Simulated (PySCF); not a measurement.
Computed shifts of a molecule C₂H₈ClNSi₂, B3LYP/pcSseg-1 (PySCF), GIAO, gas phase, atoms alike by connectivity averaged where their shifts nearly agree, in ppm (number of nuclei): ¹³C: 216.2 (1), 1.2 (1). ²⁹Si: -9.2 (1), -39.5 (1). ¹⁵N: 481.6 (1). ¹H: 10.23 (1), 5.18 (1), 5.02 (3), 0.84 (3). References: ¹³C against TMS (σ = 181.3 ppm); ²⁹Si against TMS (σ = 338.7 ppm); ³⁵Cl against HCl (σ = 933.3 ppm); ¹⁵N against NH3 (σ = 265.5 ppm); ¹H against TMS (σ = 31.68 ppm), references at their B3LYP-D3(BJ)/def2-TZVP geometries, non-relativistic (without spin–orbit terms, shifts of atoms bonded to Cl or Br come out too high). Geometry optimised at ωB97X-D3(BJ)/def2-SVP. One conformer was computed; it need not be the lowest.

Task: Identify the compound among the candidates.
(A) C[Si@@]1(Cl)NC[SiH2]1
(B) C[Si@H](Cl)/C=N/[SiH3]
(C) C=C[Si@H](Cl)[SiH2]N
(D) N[SiH2]/C=C/[SiH2]Cl

Result: B, C[Si@H](Cl)/C=N/[SiH3]
